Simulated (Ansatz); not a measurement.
An input meant for RuO₄ (charge 0, singlet; atoms displaced at random, 0.03 Å in each coordinate).

```yaml
crystal:
  periodic: [false, false, false]
  atoms:
    - {symbol: Ru, position_ang: [0.017512, -0.052689, -0.038438]}
    - {symbol: O, position_ang: [0.013404, -0.021664, 1.721023]}
    - {symbol: O, position_ang: [1.559660, 0.000542, -0.578068]}
    - {symbol: O, position_ang: [-0.820409, 1.393820, -0.539881]}
    - {symbol: O, position_ang: [-0.757084, -1.353776, -0.550548]}
basis:
  gaussian: {orbitals: def2-mTZVP}
hamiltonian: {xc: {name: wB97X-D}}
scf: {omitted_lower_state_checks: [starts]}
```

```sh
$ ansatz run in.yaml --threads 2 --pin off --events-out ev --progress --plain --max-ram 4352MiB
```

Output, abridged:

```
Error: YAML parse error: error: line 11 column 19: hamiltonian.xc: no functional is named "wB97X-D"; the names, which are not case-sensitive, are SVWN5, SPW92, PBE, PBE0, PBEsol, revPBE, revPBE0, RPBE, rPW86-PBE, HSE06, wPBEh, LC-wPBE, HISS, HF, BLYP, B3LYP, B3LYP5, BHLYP, CAM-B3LYP, r2SCAN, r2SCANh, r2SCAN0, r2SCAN50, m-r2SCAN, B97, wB97, wB97X, wB97X-V, B97M-V, wB97M-V, B2PLYP, B2GP-PLYP, PBE0-DH, PBE-QIDH
 9 | basis:
10 |   gaussian: {orbitals: def2-mTZVP}
11 | hamiltonian: {xc: {name: wB97X-D}}
12 | scf: {omitted_lower_state_checks: [starts]}
```

In this input the method's name isn't one that the program takes here. The program refused the input.
